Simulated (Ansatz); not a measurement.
Reaction (formal loss of a carbene): `C[SiH](Cl)Cl` → `[CH2]` (triplet) + `Cl[SiH2]Cl`

Gas-phase electronic energies from Ansatz, PBE0-D4/def2-TZVP geometries. CBS: MP2 limit from def2 TZ/QZ plus the TZ coupled-cluster correction, frozen cores. This one scheme is used for every species. Functionals use def2-TZVPP. Triplets are unrestricted, without spin–orbit coupling.

CCSD(T)/CBS gives +5.10 eV.

(1) Another level gave +4.91 eV. Which?
A. BHLYP-D4/def2-TZVPP
B. ωB97M-V/def2-TZVPP
C. revPBE/def2-TZVPP
D. PBE0-D4/def2-TZVPP

(2) What do rigid-rotor, harmonic-oscillator terms from PBE0-D4/def2-TZVP frequencies (298.15 K, 1 bar) make of the CCSD(T)/CBS value? (Best estimate.)

Largest T1 diagnostic among the species: 0.011.

Results:

(1) A. BHLYP-D4 4.91, revPBE 4.83, PBE0-D4 5.09, ωB97M-V 5.15 eV.

(2) The calculation gave: ΔZPE = -0.31 eV, ΔH = +4.85 eV, ΔS = 153 J/(mol·K), ΔG = +4.38 eV. Open shells count their whole term as degenerate.

In def2-TZVPP, CCSD(T) changes the Hartree–Fock value by +1.45 eV (the triples alone add +0.12 eV) and MP2 by +1.61 eV. The D4 term adds +0.12 eV with B3LYP and +0.07 eV with PBE0; it sums over pairs of atoms, weighted by their polarisabilities, and B3LYP, whose exchange is more repulsive, gets the larger term. From PBE to PBE0 (25 % exact exchange), in def2-TZVPP and without D4, ΔE moves by −0.07 eV.

B3LYP here is the variant with VWN-RPA as its local correlation; programs differ in this.
